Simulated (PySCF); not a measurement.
ZnHF, SMILES [F][ZnH]. Atoms are numbered in the order given.

```xyz
3

Zn     0.0000     0.0000    -0.3560
H      0.0000     0.0000    -1.8629
F      0.0000     0.0000     1.3936
```

Coordinates come from a PBE0-D3(BJ)/def2-TZVP optimisation.

These are M06-2X/def2-TZVPD (PySCF) values and carry that method's errors.

Isolated molecule, no solvent.

### Question
Estimate the frontier levels, gap, dipole moment and polarisability. (The exact figures need the calculation; the answer reports its results.)

### Answer

```
Property                                                                                                        Value
---------------------------------------------------------------------------------------------  ----------------------
highest occupied level                                                                                      -10.78 eV
lowest empty level                                                                                           -0.37 eV
orbital gap                                                                                                  10.41 eV
dipole moment                                                                                                  2.20 D
quadrupole, principal values (traceless, Buckingham form, about the centre of nuclear charge)   -8.87, 4.44, 4.44 D·Å
mean static polarisability                                                                       23.6 bohr³ (3.50 Å³)
polarisability, principal values                                                               21.0, 21.0, 28.7 bohr³
```
